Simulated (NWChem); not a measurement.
System: bromine monochloride (BrCl); SMILES BrCl

Input file for NWChem:

```
start job
memory heap 200 mb stack 900 mb global 1100 mb
geometry units angstroms noautoz
  Cl     0.000000     0.000000     1.451792
  Br     0.000000     0.000000    -0.712717
end
basis spherical
  * library def2-tzvpd
end
dft
  xc xcamb88 1.00 lyp 0.81 vwn_5 0.19 hfexch 1.00
  cam 0.33 cam_alpha 0.19 cam_beta 0.46
  iterations 150
  mulliken
end
task dft energy
```

Output (shortened):

```
             Northwest Computational Chemistry Package (NWChem) 7.3.0
             --------------------------------------------------------

 ORDER OF PRIMARY AXIS IS BEING SET TO 4
 C4V symmetry detected

                             Geometry "geometry" -> ""
                             -------------------------

 Output coordinates in angstroms (scale by  1.889725989 to convert to a.u.)

  No.       Tag          Charge          X              Y              Z
 ---- ---------------- ---------- -------------- -------------- --------------
    1 Cl                  17.0000     0.00000000     0.00000000     1.45688106
    2 Br                  35.0000     0.00000000     0.00000000    -0.70762794

 Effective nuclear repulsion energy (a.u.)     145.4650745988

      Symmetry information
      --------------------

 Group name             C4v
 Group number             18
 Group order               8
 No. of unique centers     2

                                 NWChem DFT Module
                                 -----------------

 Summary of "ao basis" -> "ao basis" (spherical)
 ------------------------------------------------------------------------------
       Tag                 Description            Shells   Functions and Types
 ---------------- ------------------------------  ------  ---------------------
 Cl                        def2-tzvpd               16       46   6s6p3d1f
 Br                        def2-tzvpd               19       57   7s6p5d1f

      Symmetry analysis of basis
      --------------------------

        a1         35
        a2          0
        b1         10
        b2         10
        e          48

            General Information
            -------------------
          SCF calculation type: DFT
          Wavefunction type:  closed shell.
          No. of atoms     :     2
          No. of electrons :    52
           Alpha electrons :    26
            Beta electrons :    26
          Charge           :     0
          Spin multiplicity:     1
          Use of symmetry is: on ; symmetry adaption is: on
          Maximum number of iterations: 150
          AO basis - number of functions:   103
                     number of shells:    35
          Convergence on energy requested:  1.00D-06
          Convergence on density requested:  1.00D-05
          Convergence on gradient requested:  5.00D-04

              XC Information
              --------------
                     Hartree-Fock (Exact) Exchange  1.000
                   CAM-Becke88 Exchange Functional  1.000
                      VWN V Correlation Functional  0.190 local
              Lee-Yang-Parr Correlation Functional  0.810

           Range-Separation Parameters
           ---------------------------
           Alpha           :  0.19
           Beta            :  0.46
           Gamma           :  0.33
           Short-Range HF  :     F

             Grid Information
             ----------------
          Grid used for XC integration:  medium
          Radial quadrature: Mura-Knowles
          Angular quadrature: Lebedev.
          Tag              B.-S. Rad. Rad. Pts. Rad. Cut. Ang. Pts.
          ---              ---------- --------- --------- ---------
          Cl                  1.00       88          13.0       590
          Br                  1.15      112          12.0       590
          Grid pruning is: on
          Number of quadrature shells:   200
          Spatial weights used:  Erf1

      Superposition of Atomic Density Guess
      -------------------------------------

 Sum of atomic energies:       -3031.87723381

      Non-variational initial energy
      ------------------------------

 Total energy =   -3031.961616
 1-e energy   =   -4507.500514
 2-e energy   =    1330.073823
 HOMO         =      -0.339021
 LUMO         =      -0.133952

      Symmetry analysis of molecular orbitals - initial
      -------------------------------------------------

 !! scf_movecs_sym_adapt:   20 vectors were symmetry contaminated

  Symmetry fudging

 !! scf_movecs_sym_adapt:   12 vectors were symmetry contaminated

  Numbering of irreducible representations:

     1 a1          2 a2          3 b1          4 b2          5 e

  Orbital symmetries:

     1 a1          2 a1          3 a1          4 a1          5 e
     6 e           7 a1          8 a1          9 a1         10 e
    11 e          12 a1         13 e          14 e          15 a1
    16 e          17 e          18 b1         19 b2         20 a1
    21 a1         22 a1         23 e          24 e          25 e
    26 e          27 a1         28 a1         29 e          30 e
    31 a1         32 e          33 e          34 a1         35 b1
    36 b2

     ---------------------------------------------
      Total Density - Mulliken Population Analysis
     ---------------------------------------------

    Atom       Charge   Shell Charges
 -----------   ------   -------------------------------------------------------
    1 Cl  17    17.10   2.01  0.45  1.52  1.11  0.86  0.00  4.18  1.69  1.04  2.77  1.42  0.02  0.01  0.03  0.00  0.00
    2 Br  35    34.90   2.00  2.00  1.16  0.78  1.01  1.00  0.03  6.00  5.94  1.17  2.66  1.09  0.01  8.99  1.02 -0.01  0.05 -0.01  0.01

   convergence    iter        energy       DeltaE   RMS-Dens  Diis-err
 ---------------- ----- ----------------- --------- --------- ---------
 d= 0,ls=0.0,diis     1  -3034.4554312433 -3.18D+03  4.08D-03  9.77D-01
 d= 0,ls=0.0,diis     2  -3034.4796058726 -2.42D-02  2.04D-03  7.09D-02
 d= 0,ls=0.0,diis     3  -3034.4850381672 -5.43D-03  6.97D-04  2.14D-02

 !! scf_movecs_sym_adapt:    2 vectors were symmetry contaminated

  Symmetry fudging
 d= 0,ls=0.0,diis     4  -3034.4875100875 -2.47D-03  5.81D-05  3.36D-04

 !! scf_movecs_sym_adapt:    2 vectors were symmetry contaminated

  Symmetry fudging
 d= 0,ls=0.0,diis     5  -3034.4875241685 -1.41D-05  1.90D-05  7.17D-06

 !! scf_movecs_sym_adapt:    2 vectors were symmetry contaminated

  Symmetry fudging
 d= 0,ls=0.0,diis     6  -3034.4875246518 -4.83D-07  6.56D-06  6.39D-07

         Total DFT energy =    -3034.487524651769
      One electron energy =    -4506.336510162286
           Coulomb energy =     1446.057355513771
    Exchange-Corr. energy =     -119.673444602076
 Nuclear repulsion energy =      145.465074598821

 Numeric. integr. density =       51.999999831864

                  Occupations of the irreducible representations
                  ----------------------------------------------

                     irrep           alpha         beta
                     --------     --------     --------
                     a1               12.0         12.0
                     a2                0.0          0.0
                     b1                1.0          1.0
                     b2                1.0          1.0
                     e                12.0         12.0

                       DFT Final Molecular Orbital Analysis
                       ------------------------------------

 Vector   24  Occ=2.000000D+00  E=-4.558160D-01  Symmetry=e
              MO Center=  3.0D-16, -5.1D-16,  6.4D-01, r^2= 2.1D+00
   Bfn.  Coefficient  Atom+Function         Bfn.  Coefficient  Atom+Function
  ----- ------------  ---------------      ----- ------------  ---------------
    17      0.392728  1 Cl py                64      0.290219  2 Br py
    20      0.229894  1 Cl py                58     -0.201814  2 Br py
    14      0.187961  1 Cl py                61      0.183656  2 Br py
     8     -0.153203  1 Cl py                16     -0.152627  1 Cl px
    67      0.135088  2 Br py                63     -0.112789  2 Br px

 Vector   25  Occ=2.000000D+00  E=-3.606787D-01  Symmetry=e
              MO Center= -3.6D-16, -2.1D-16,  9.1D-02, r^2= 2.6D+00
   Bfn.  Coefficient  Atom+Function         Bfn.  Coefficient  Atom+Function
  ----- ------------  ---------------      ----- ------------  ---------------
    63      0.430205  2 Br px                16     -0.353318  1 Cl px
    57     -0.298526  2 Br px                60      0.281827  2 Br px
    66      0.261338  2 Br px                19     -0.242484  1 Cl px
    13     -0.174936  1 Cl px                 7      0.137266  1 Cl px
    54      0.090734  2 Br px                64      0.069015  2 Br py

 Vector   26  Occ=2.000000D+00  E=-3.606787D-01  Symmetry=e
              MO Center= -5.6D-15,  4.0D-14,  9.1D-02, r^2= 2.6D+00
   Bfn.  Coefficient  Atom+Function         Bfn.  Coefficient  Atom+Function
  ----- ------------  ---------------      ----- ------------  ---------------
    64      0.430205  2 Br py                17     -0.353318  1 Cl py
    58     -0.298526  2 Br py                61      0.281827  2 Br py
    67      0.261338  2 Br py                20     -0.242484  1 Cl py
    14     -0.174936  1 Cl py                 8      0.137266  1 Cl py
    55      0.090734  2 Br py                63     -0.069015  2 Br px

 Vector   27  Occ=0.000000D+00  E=-9.202882D-02  Symmetry=a1
              MO Center= -6.1D-16, -9.8D-17,  1.6D-01, r^2= 3.7D+00
   Bfn.  Coefficient  Atom+Function         Bfn.  Coefficient  Atom+Function
  ----- ------------  ---------------      ----- ------------  ---------------
    65      0.408200  2 Br pz                18      0.389174  1 Cl pz
    68      0.341601  2 Br pz                21      0.328364  1 Cl pz
    59     -0.270421  2 Br pz                62      0.260000  2 Br pz
    52      0.203366  2 Br s                  5     -0.200882  1 Cl s
    51      0.196298  2 Br s                  4     -0.190494  1 Cl s

 Vector   28  Occ=0.000000D+00  E= 4.571298D-02  Symmetry=a1
              MO Center= -6.7D-16,  4.4D-16,  1.6D-01, r^2= 2.0D+01
   Bfn.  Coefficient  Atom+Function         Bfn.  Coefficient  Atom+Function
  ----- ------------  ---------------      ----- ------------  ---------------
     6      2.237829  1 Cl s                 53     -2.091367  2 Br s
    71     -1.417284  2 Br pz                24     -1.048679  1 Cl pz
    68     -0.458891  2 Br pz                21     -0.321523  1 Cl pz
    94     -0.310285  2 Br d  0              37      0.213898  1 Cl d  0
    18      0.197242  1 Cl pz                65      0.179777  2 Br pz

 Vector   29  Occ=0.000000D+00  E= 5.471770D-02  Symmetry=a1
              MO Center= -4.7D-16,  3.9D-15,  7.2D-02, r^2= 1.3D+01
   Bfn.  Coefficient  Atom+Function         Bfn.  Coefficient  Atom+Function
  ----- ------------  ---------------      ----- ------------  ---------------
    53      2.075796  2 Br s                 24      1.072576  1 Cl pz
    71     -0.588533  2 Br pz                68      0.541302  2 Br pz
    52     -0.505963  2 Br s                  5     -0.429782  1 Cl s
    37     -0.286090  1 Cl d  0              21      0.252477  1 Cl pz
    94     -0.160528  2 Br d  0              51     -0.138653  2 Br s

     ---------------------------------------------
      Total Density - Mulliken Population Analysis
     ---------------------------------------------

    Atom       Charge   Shell Charges
 -----------   ------   -------------------------------------------------------
    1 Cl  17    17.09   2.01  0.43  1.52  1.17  0.81  0.02  4.19  1.67  1.12  2.73  1.33  0.02  0.01  0.05  0.01  0.00
    2 Br  35    34.91   2.00  2.01  1.16  0.78  1.10  0.92  0.03  6.00  5.92  1.34  2.56  1.02  0.01  8.95  1.02  0.04  0.06 -0.00  0.01

     -------------------------------------------
      Total Density - Lowdin Population Analysis
     -------------------------------------------

    Atom       Charge   Shell Charges
 -----------   ------   -------------------------------------------------------
    1 Cl  17    17.13   1.98  0.84  1.14  0.92  0.68  0.18  3.92  1.90  1.25  2.41  1.38  0.15  0.01  0.07  0.30  0.01
    2 Br  35    34.87   2.00  2.00  1.15  0.82  0.82  0.73  0.18  5.98  5.65  1.62  2.28  1.14  0.10  8.53  1.23  0.24  0.14  0.23  0.02

     Multipole analysis of the density
     ---------------------------------

     L   x y z        total         alpha         beta         nuclear
     -   - - -        -----         -----         ----         -------
     0   0 0 0     -0.000000    -26.000000    -26.000000     52.000000

     1   1 0 0     -0.000000     -0.000000     -0.000000      0.000000
     1   0 1 0      0.000000      0.000000      0.000000      0.000000
     1   0 0 1     -0.202338     -0.101169     -0.101169     -0.000000

     2   2 0 0    -23.359194    -11.679597    -11.679597      0.000000
     2   1 1 0      0.000000      0.000000      0.000000      0.000000
     2   1 0 1     -0.000000     -0.000000     -0.000000      0.000000
     2   0 2 0    -23.359194    -11.679597    -11.679597      0.000000
     2   0 1 1      0.000000      0.000000      0.000000      0.000000
     2   0 0 2    -20.674128   -106.056491   -106.056491    191.438854
```

Level: CAM-B3LYP/def2-TZVPD. Coordinates come from a PBE0/def2-SVP optimisation.
